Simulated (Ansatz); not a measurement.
How methods differ on SnSiH6 (SMILES [SiH3][SnH3])

SnSiH6 has 8 atoms, charge 0, and is taken as a singlet. As SMILES, `[SiH3][SnH3]`. The shape was relaxed beforehand at B3LYP/def2-SVP.

```xyz
8

Si   -0.6303    0.1231   -1.1672
Sn    0.6182   -0.1304    1.0895
H    -2.0847    0.3582   -0.9281
H    -0.4734   -1.1149   -1.9858
H    -0.0784    1.2780   -1.9347
H     0.4576    1.2945    2.0421
H     2.2968   -0.4141    0.8333
H    -0.0136   -1.4512    1.9950
```

Quantity: the adiabatic electron affinity (to the doublet anion, shapes relaxed at B3LYP/def2-SVP, no zero-point term), in eV. The values are calculated.

The electron affinity is E(neutral) − E(anion): positive where the electron is bound.

```tsv
level	kind	program	value (eV)	CPU time (all runs)
HF/def2-TZVP (core potential)	Hartree–Fock	Ansatz	-0.90	2.2 s
PBE/def2-TZVP (core potential)	GGA	Ansatz	0.02	3.3 s
B3LYP/def2-TZVP (core potential)	global hybrid	Ansatz	0.00	4.5 s
wB97M-V/def2-TZVP (core potential)	range-separated hybrid	Ansatz	-0.26	16 s
MP2/def2-TZVP (core potential)	perturbation theory	Ansatz	-0.56	3.7 s
```

Spin-orbit coupling, which can split open shells on such heavy atoms by tenths of an eV, is left out. The values span -0.90 to 0.02 eV. In the correlated wave-function rows the outer d shell of Sn is correlated, in sets not made for it. Negative values mean that the anion is unbound at that level; they are set by how diffuse the basis is and aren't properties of the molecule, whose anion may well be bound. In so small a basis fixed costs decide the times, and correlated methods can beat functionals. CPU times are rough (shared hosts, several kinds of processor and program).
